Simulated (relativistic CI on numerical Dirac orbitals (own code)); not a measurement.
# Calculated levels, Ni²⁺

Method of calculation: Dirac-Coulomb-Breit CI, separate exchange-only KLI orbitals for each configuration, model QED, valence Slater integrals scaled by 0.85, P86 correlation energy added to each configuration (own radial code, finite nucleus).

Configurations in the expansion (outside the closed core [Ne] 3s2): 3p⁶3d⁸, 3p⁶3d⁷4s, 3p⁶3d⁷4p, 3p⁶3d⁶4s², 3p⁶3d⁷5s, 3p⁶3d⁷4d, 3p⁶3d⁷5p, 3p⁶3d⁶4s4p, 3p⁶3d⁷4f, 3p⁶3d⁷5d, 3p⁶3d⁷5f, 3p⁶3d⁷5g, 3p⁶3d⁶4p², 3p⁶3d⁶4s5s, 3p⁵3d⁹. Levels of other configurations are missing.

| No. | Configuration | Term | J | E (cm⁻¹) | % | Next component (%) | Lifetime (s) |
| --- | --- | --- | --- | --- | --- | --- | --- |
| 41 | 3d⁷(2F)4s | ³F | 3 | 94378.7 | 99 |  |  |
| 42 | 3d⁷(2F)4s | ³F | 4 | 94609.9 | 100 |  |  |
| 43 | 3d⁷(2F)4s | ¹F | 3 | 98450.6 | 99 |  |  |
| 44 | 3d⁷(4F)4p | ⁵F° | 5 | 104833.7 | 95 | 4 ⁵G° | 1.58e-09 |
| 45 | 3d⁷(4F)4p | ⁵F° | 4 | 105047.0 | 61 | 35 ⁵D° | 1.61e-09 |
| 46 | 3d⁷(4F)4p | ⁵F° | 3 | 105858.7 | 76 | 21 ⁵D° | 1.61e-09 |
| 47 | 3d⁷(4F)4p | ⁵D° | 4 | 106483.5 | 63 | 32 ⁵F° | 1.56e-09 |
| 48 | 3d⁷(4F)4p | ⁵F° | 2 | 106519.9 | 87 | 11 ⁵D° | 1.60e-09 |
| 49 | 3d⁷(4F)4p | ⁵F° | 1 | 106983.0 | 95 | 4 ⁵D° | 1.60e-09 |
| 50 | 3d⁷(4F)4p | ⁵G° | 6 | 107294.0 | 100 |  | 1.41e-09 |
| 51 | 3d⁷(4F)4p | ⁵D° | 3 | 107506.9 | 77 | 18 ⁵F° | 1.55e-09 |
| 52 | 3d⁷(4F)4p | ⁵G° | 5 | 107742.0 | 85 | 10 ³G° | 1.46e-09 |
| 53 | 3d⁷(4F)4p | ⁵D° | 2 | 108217.4 | 87 | 9 ⁵F° | 1.55e-09 |
| 54 | 3d⁷(4F)4p | ⁵G° | 4 | 108280.7 | 87 | 6 ⁵F° | 1.47e-09 |
| 55 | 3d⁷(4F)4p | ⁵D° | 1 | 108662.1 | 95 | 4 ⁵F° | 1.56e-09 |
| 56 | 3d⁷(4F)4p | ⁵G° | 3 | 108676.2 | 90 | 5 ⁵F° | 1.47e-09 |
| 57 | 3d⁷(4F)4p | ⁵D° | 0 | 108866.4 | 99 |  | 1.56e-09 |
| 58 | 3d⁷(4F)4p | ⁵G° | 2 | 108936.3 | 94 | 3 ⁵F° | 1.48e-09 |
| 59 | 3d⁷(4F)4p | ³G° | 5 | 110177.6 | 89 | 11 ⁵G° | 1.58e-09 |
| 60 | 3d⁷(4F)4p | ³F° | 4 | 111155.5 | 77 | 20 ³G° | 9.05e-10 |
| 61 | 3d⁷(4F)4p | ³G° | 4 | 111583.7 | 74 | 20 ³F° | 1.32e-09 |
| 62 | 3d⁷(4F)4p | ³F° | 3 | 112177.4 | 75 | 19 ³G° | 9.14e-10 |
| 63 | 3d⁷(4F)4p | ³G° | 3 | 112497.4 | 78 | 17 ³F° | 1.35e-09 |
| 64 | 3d⁷(4F)4p | ³F° | 2 | 113033.2 | 96 | 3 ³D° | 8.40e-10 |
| 65 | 3d⁷(4F)4p | ³D° | 3 | 113768.3 | 93 | 6 ³F° | 6.52e-10 |
| 66 | 3d⁷(4F)4p | ³D° | 2 | 114704.3 | 96 | 3 ³F° | 6.65e-10 |
| 67 | 3d⁷(4F)4p | ³D° | 1 | 115305.2 | 99 |  | 6.70e-10 |
| 68 | 3d⁷(2D)4s | ³D | 1 | 117893.8 | 100 |  |  |
| 69 | 3d⁷(2D)4s | ³D | 2 | 118100.8 | 99 | 1 ¹D |  |
| 70 | 3d⁷(4P)4p | ⁵S° | 2 | 118316.0 | 98 | 1 ³P° | 1.93e-09 |
| 71 | 3d⁷(2D)4s | ³D | 3 | 118464.8 | 99 |  |  |
| 72 | 3d⁷(2D)4s | ¹D | 2 | 122243.5 | 99 | 1 ³D |  |
| 73 | 3d⁷(2G)4p | ³H° | 5 | 125251.0 | 75 | 13 ¹H° | 1.60e-09 |
| 74 | 3d⁷(4P)4p | ⁵D° | 2 | 125272.2 | 91 | 5 ³D° | 1.46e-09 |
| 75 | 3d⁷(4P)4p | ⁵D° | 3 | 125286.8 | 91 | 6 ³D° | 1.44e-09 |
| 76 | 3d⁷(4P)4p | ⁵D° | 1 | 125365.6 | 90 | 4 ³P° | 1.45e-09 |
| 77 | 3d⁷(4P)4p | ⁵D° | 4 | 125473.4 | 57 | 28 ³F° | 1.10e-09 |
| 78 | 3d⁷(4P)4p | ⁵D° | 0 | 125514.8 | 96 | 4 ³P° | 1.46e-09 |
| 79 | 3d⁷(4P)4p | ⁵D° | 4 | 125678.9 | 37 | 29 ³H° | 1.20e-09 |
| 80 | 3d⁷(2G)4p | ³H° | 6 | 125749.9 | 97 | 2 ³I° | 1.54e-09 |
| 81 | 3d⁷(2G)4p | ³H° | 4 | 125895.7 | 60 | 23 ³F° | 1.19e-09 |
| 82 | 3d⁷(2G)4p | ³F° | 3 | 126904.9 | 80 | 18 ³G° | 7.26e-10 |
| 83 | 3d⁷(2G)4p | ¹G° | 4 | 126995.1 | 62 | 28 ³F° | 1.21e-09 |
| 84 | 3d⁷(4P)4p | ³S° | 1 | 126997.9 | 54 | 22 ⁵P° | 1.06e-09 |
| 85 | 3d⁷(2G)4p | ³G° | 5 | 127348.1 | 86 | 9 ¹H° | 1.25e-09 |
| 86 | 3d⁷(2G)4p | ³F° | 2 | 127888.8 | 98 |  | 6.53e-10 |
| 87 | 3d⁷(2G)4p | ¹H° | 5 | 127957.8 | 74 | 20 ³H° | 1.49e-09 |
| 88 | 3d⁷(2G)4p | ³G° | 4 | 128042.0 | 76 | 15 ¹G° | 1.35e-09 |
| 89 | 3d⁷(2G)4p | ³G° | 3 | 128050.4 | 80 | 15 ³F° | 1.05e-09 |
| 90 | 3d⁷(4P)4p | ⁵P° | 2 | 128307.1 | 78 | 11 ³P° | 1.36e-09 |
| 91 | 3d⁷(4P)4p | ⁵P° | 3 | 128324.2 | 90 | 6 ³D° | 1.32e-09 |
| 92 | 3d⁷(4P)4p | ⁵P° | 1 | 128775.4 | 72 | 13 ³P° | 1.18e-09 |
| 93 | 3d⁷(4P)4p | ³D° | 2 | 128864.6 | 67 | 12 ⁵P° | 1.41e-09 |
| 94 | 3d⁷(2P)4p | ³P° | 0 | 128874.2 | 95 | 3 ⁵D° | 1.59e-09 |
| 95 | 3d⁷(4P)4p | ³D° | 3 | 128896.8 | 56 | 35 ¹F° | 1.06e-09 |
| 96 | 3d⁷(4P)4p | ³D° | 1 | 129270.5 | 57 | 24 ³P° | 1.17e-09 |
| 97 | 3d⁷(2G)4p | ¹F° | 3 | 129290.6 | 53 | 37 ³D° | 8.45e-10 |
| 98 | 3d⁷(2P)4p | ³P° | 2 | 129558.5 | 64 | 19 ³D° | 1.67e-09 |
| 99 | 3d⁷(4P)4p | ³D° | 1 | 129736.2 | 42 | 39 ³P° | 1.19e-09 |
| 100 | 3d⁷(2H)4p | ³G° | 5 | 130438.8 | 99 | 1 ³H° | 6.66e-10 |
| 101 | 3d⁷(2H)4p | ³I° | 6 | 130639.9 | 75 | 23 ¹I° | 1.70e-09 |
| 102 | 3d⁷(4P)4p | ³P° | 2 | 130983.0 | 90 | 4 ³D° | 1.17e-09 |
| 103 | 3d⁷(2H)4p | ³I° | 7 | 131066.2 | 100 |  | 1.58e-09 |
| 104 | 3d⁷(2H)4p | ³I° | 5 | 131252.9 | 94 | 4 ¹H° | 1.64e-09 |
| 105 | 3d⁷(4P)4p | ³P° | 0 | 131357.8 | 72 | 27 ¹S° | 1.39e-09 |
| 106 | 3d⁷(2H)4p | ³G° | 4 | 131403.0 | 97 | 2 ³F° | 6.52e-10 |
| 107 | 3d⁷(4P)4p | ³P° | 1 | 131722.7 | 86 | 11 ³D° | 1.13e-09 |
| 108 | 3d⁷(2H)4p | ³G° | 3 | 132228.6 | 90 | 7 ¹F° | 6.61e-10 |
| 109 | 3d⁷(2P)4p | ¹D° | 2 | 132700.8 | 34 | 33 ³D° | 1.04e-09 |
| 110 | 3d⁷(2H)4p | ¹I° | 6 | 132838.1 | 75 | 22 ³I° | 1.74e-09 |

Energies count from the lowest computed level; ° marks odd parity; lifetimes are radiative, by E1, M1, E2 decay to levels of this space only; some are left blank where a channel outside the calculation adds to the decay or the decay crosses a small, uncertain gap. Percentages are summed over parent terms; the parents shown are those of the largest component, closed shells are left out there.

The mean weight of the leading LS term, summed over parents, in these 70 levels is 82 %, and that of the leading jj configuration (from the same eigenvectors) 45 %, so LS coupling describes them better.

For a near-neutral ion this model can misplace configurations by up to about 10,000 cm⁻¹ (more where the count of f electrons changes) and terms by 10 to 25 % of their spread. Rates follow the energies as ν³ (E1, M1) or ν⁵ (E2), so they and the lifetimes can be off by large factors. The fine structure of a lone outer electron comes out too small, for d and f at times inverted, and misplaced configurations move strength between like terms. 61 of the 61 excited levels that our extract of the measured tables holds in this range could be paired (the sources list more); they are missed by 3664 cm⁻¹ on average and 5494 at most, and levels without a partner can miss by more.
